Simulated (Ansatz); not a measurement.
`Sc1cc2sc(-c3cc4sc(-c5cc6sc(-c7cc8sc(S)cc8s7)cc6s5)cc4s3)cc2s1`, relaxed as a singlet with RKS PBE-D4/def2-SVP in Ansatz, starting from the GFN2-xTB geometry. Force threshold 0.03 eV/Å.

Single mean-field runs in def2-SVP are fitted with def2-universal-jkfit.

Start:

```xyz
44

S    -6.394   -6.082    9.563
C    -5.527   -5.263    8.279
C    -4.475   -4.411    8.449
C    -4.018   -3.922    7.212
S    -2.776   -2.830    6.719
C    -3.217   -3.047    5.033
C    -2.512   -2.364    4.001
C    -2.598   -2.593    2.646
C    -1.771   -1.729    1.922
S    -1.418   -1.515    0.246
C    -0.303   -0.211    0.627
C     0.393    0.439   -0.428
C     0.392    0.097   -1.761
C     1.200    0.953   -2.514
S     1.625    1.064   -4.185
C     2.629    2.468   -3.858
C     3.321    3.107   -4.922
C     3.334    2.753   -6.250
C     4.115    3.631   -7.008
S     4.530    3.757   -8.684
C     5.488    5.184   -8.351
S     6.324    6.028   -9.638
C     5.486    5.544   -7.034
C     4.704    4.657   -6.273
S     4.290    4.539   -4.602
C     2.625    2.815   -2.527
C     1.821    1.957   -1.770
S     1.402    1.840   -0.098
C    -0.225    0.034    1.979
C    -1.050   -0.829    2.709
S    -1.395   -1.065    4.386
C    -4.270   -3.921    4.879
C    -4.718   -4.408    6.111
S    -5.977   -5.490    6.602
H    -7.285   -6.666    8.764
H    -4.062   -4.158    9.407
H    -3.214   -3.352    2.203
H    -0.163   -0.733   -2.158
H     2.802    1.905   -6.642
H     5.995    5.160  -10.593
H     6.016    6.392   -6.644
H     3.176    3.649   -2.132
H     0.402    0.795    2.404
H    -4.704   -4.176    3.931
```

| step | energy (eV) | largest force component (eV/Å) | SCF passes |
| --- | --- | --- | --- |
| 1 | -133277.5576 | 0.809 | 37 |
| 2 | -133277.8989 | 0.328 | 21 |
| 3 | -133277.9400 | 0.070 | 21 |
| 4 | -133277.9602 | 0.232 | 21 |
| 5 (rejected) | -133277.9468 | 0.756 | 22 |
| 6 | -133277.9753 | 0.190 | 21 |
| 7 | -133277.9943 | 0.145 | 22 |
| 8 | -133278.0137 | 0.131 | 22 |
| 9 | -133278.0341 | 0.088 | 22 |
| 10 | -133278.0438 | 0.045 | 22 |
| 11 | -133278.0463 | 0.023 | 22 |
| 12 (rejected) | -133278.0447 | 0.293 | 20 |
| 13 | -133278.0477 | 0.074 | 20 |
| 14 | -133278.0485 | 0.068 | 21 |
| 15 | -133278.0496 | 0.128 | 21 |
| 16 | -133278.0502 | 0.044 | 22 |
| 17 | -133278.0505 | 0.017 | 21 |

Force components are those of the run's own axes.

End:

Cartesian coordinates in Å:
```
S -6.326 -6.243 9.733
C -5.551 -5.352 8.427
C -4.491 -4.463 8.554
C -4.031 -4.022 7.285
S -2.793 -2.927 6.739
C -3.258 -3.173 5.051
C -2.554 -2.489 3.993
C -2.540 -2.805 2.633
C -1.745 -1.898 1.894
S -1.310 -1.729 0.217
C -0.316 -0.307 0.572
C 0.375 0.362 -0.499
C 0.377 0.045 -1.860
C 1.180 0.939 -2.605
S 1.604 1.103 -4.286
C 2.598 2.526 -3.941
C 3.284 3.193 -5.019
C 3.194 2.941 -6.390
C 4.018 3.817 -7.139
S 4.364 4.043 -8.831
C 5.515 5.333 -8.462
S 6.303 6.241 -9.750
C 5.600 5.595 -7.100
C 4.748 4.736 -6.356
S 4.407 4.512 -4.663
C 2.598 2.843 -2.581
C 1.799 1.946 -1.833
S 1.377 1.780 -0.152
C -0.329 0.008 1.933
C -1.136 -0.889 2.672
S -1.579 -1.056 4.347
C -4.316 -4.075 4.927
C -4.741 -4.560 6.189
S -5.972 -5.661 6.739
H -7.562 -5.666 9.637
H -4.091 -4.155 9.529
H -3.067 -3.672 2.216
H -0.185 -0.801 -2.278
H 2.545 2.165 -6.814
H 7.129 5.245 -10.193
H 6.261 6.365 -6.686
H 3.150 3.697 -2.166
H 0.227 0.856 2.356
H -4.762 -4.345 3.962
```

By distances, no bond broke or formed. The bond that changes most is S22–H40, from 1.33 to 1.37 Å (atoms count from 1).

The force fell under the threshold at step 11, but the optimiser went on and released 0.004 eV more. No frequencies were taken in this run, so the end may be a saddle point.

Hardware: 2 threads of AMD EPYC 7R13 on a shared host and a share (18 GiB) of an NVIDIA H100 80GB HBM3. Wall time 83 s, peak host memory 1.1 GiB.
